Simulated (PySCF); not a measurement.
**Magnetic susceptibility: SMILES CC/C=C/C(=O)Br, C$_{5}$H$_{7}$BrO**

Geometry:
| atom | x (Å) | y (Å) | z (Å) |
| --- | --- | --- | --- |
| C1 | -2.096 | 0.413 | -0.370 |
| C2 | -1.110 | -0.564 | 0.276 |
| C3 | 0.219 | 0.072 | 0.453 |
| C4 | 1.356 | -0.373 | -0.093 |
| C5 | 2.599 | 0.333 | 0.122 |
| O6 | 2.832 | 1.308 | 0.753 |
| Br7 | 4.099 | -0.545 | -0.843 |
| H8 | -2.193 | 1.314 | 0.230 |
| H9 | -3.074 | -0.051 | -0.460 |
| H10 | -1.753 | 0.693 | -1.363 |
| H11 | -1.022 | -1.465 | -0.333 |
| H12 | -1.493 | -0.847 | 1.260 |
| H13 | 0.246 | 0.973 | 1.055 |
| H14 | 1.388 | -1.260 | -0.708 |

Theory: GIAO CAM-B3LYP/pcSseg-1 magnetisability, rotational g tensor and spin-rotation constants, non-relativistic, gas phase in PySCF. Geometry: GFN2-xTB.

The calculation is non-relativistic, which matters for the atoms heavier than Zn.

What are the magnetisability and the molar susceptibility?

Isotropic -1233 × 10⁻³⁰ J/T², or -74.2 × 10⁻⁶ cm³/mol; principal values -1352, -1289, -1057 × 10⁻³⁰ J/T², anisotropy 269 × 10⁻³⁰ J/T² (root of half the summed squared differences of the principal values). The susceptibility is in cgs units.

Split it along the inertial axes a, b, c into diamagnetic and paramagnetic parts about the centre of mass, with the quadrupole moment.


```
axis  χ (10⁻⁶ cm³/mol)  diamagnetic (10⁻⁶ cm³/mol)  paramagnetic (10⁻⁶ cm³/mol)  summed x² of all electrons (Å²)  quadrupole Θ (D Å)
   a             -77.8                      -341.3                        263.5                            448.9               +9.83
   b             -64.1                     -2001.9                       1937.8                             57.5               -6.77
   c             -80.8                     -2148.7                       2067.9                             22.9               -3.07
```
Anisotropies 2χaa − χbb − χcc = -10.8 and 2χbb − χaa − χcc = +30.4 × 10⁻⁶ cm³/mol. Θ is traceless in Buckingham's convention.

And the rotational g tensor?


```csv
axis,rotational constant (GHz),g,nuclear part,electronic part
a,5.0095,-0.0536,0.5666,-0.6202
b,0.6075,-0.0076,0.5454,-0.5531
c,0.5620,-0.0032,0.5428,-0.5460
```
Asymmetric top; isotopes 79Br, 12C, 1H, 16O; no vibrational averaging.
